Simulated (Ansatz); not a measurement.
This geometry of C$_{2}$H$_{4}$FNSi (9 atoms, charge 0, multiplicity 1) is a first-order saddle point.

Theory: RKS B3LYP-D4/6-31G* (Ansatz 0.2.0).

```xyz
9
Properties=species:S:1:pos:R:3
N -0.254 1.587 -1.347
C -0.126 0.670 -0.470
Si 0.725 -0.935 0.078
C -0.493 0.494 0.891
F -1.640 0.917 1.482
H 0.303 1.410 -2.183
H 1.866 -1.259 0.976
H 0.281 -2.220 -0.548
H -0.574 -0.710 1.104
```

Problem. Which two structures does it join? (They come from a converged band through this point; their orientation in space is the band's.)

Solution. No bond is made or broken. The dihedral N1–C2–C4–H9 goes from 100 to -99°. The two ends are copies of one structure, up to a mirror image or an exchange of like atoms.

Image 0:

```xyz
9
Properties=species:S:1:pos:R:3
N -0.350 1.474 -1.301
C -0.249 0.430 -0.590
Si 0.786 -0.953 0.174
C -0.717 0.073 0.778
F -0.756 1.020 1.771
H 0.243 1.403 -2.136
H 2.160 -0.553 0.550
H 0.604 -2.411 -0.032
H -1.633 -0.531 0.769
```

Image 10:

```xyz
9
Properties=species:S:1:pos:R:3
N -0.719 1.095 -1.509
C -0.136 0.544 -0.528
Si 0.878 -0.858 0.227
C -0.548 0.247 0.873
F -1.841 -0.118 1.155
H -0.165 0.984 -2.367
H 2.210 -0.734 0.869
H 0.587 -2.198 -0.329
H -0.179 0.991 1.591
```

Problem. How far does it lie above each of them?

Solution. 2.37 eV above the first and 2.37 eV above the second. This is the barrier of this one path; another mechanism may lie lower.

Time of the run: 7.5 min on 1 thread of Intel(R) Xeon(R) Platinum 8488C (Sapphire Rapids) (shared host), peak memory 0.19 GiB.
